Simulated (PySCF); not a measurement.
Ionisation energy of La(55+) by level of theory

La(55+) 1s2 (1S) → La(56+) 1s1 (2S), as a difference of total energies. Calculation: PySCF 2.14, in an uncontracted even-tempered set (17 s from 130 bohr⁻², ratio 2.2; 7 p from 190 bohr⁻², ratio 2.4; 4 d from 580 bohr⁻², ratio 2.4; 3 f from 870 bohr⁻², ratio 2.4; 3 g from 1300 bohr⁻², ratio 2.4); the spin-free X2C one-electron Hamiltonian (Gaussian nucleus). Correlated levels: nothing frozen; virtual orbitals above 40 to 60 times the deepest correlated orbital energy dropped. The calculations carry no spin-orbit coupling.

```tsv
method	ionisation energy (eV)
UHF	45228.6
LDA	45163.0
PBE	45226.4
PBE0	45227.2
r2SCAN	45233.4
PW91	45228.6
TPSS	45233.3
MP2 (all electrons)	45230.2
SCS-MP2 (all electrons)	45230.6
```

For this ion Breit and QED terms and the two-electron picture change, all absent here, outweigh the differences among the correlated methods.

For comparison: 45145.0 eV (theoretical estimate listed by NIST; NIST Atomic Spectra Database, ionization energies).
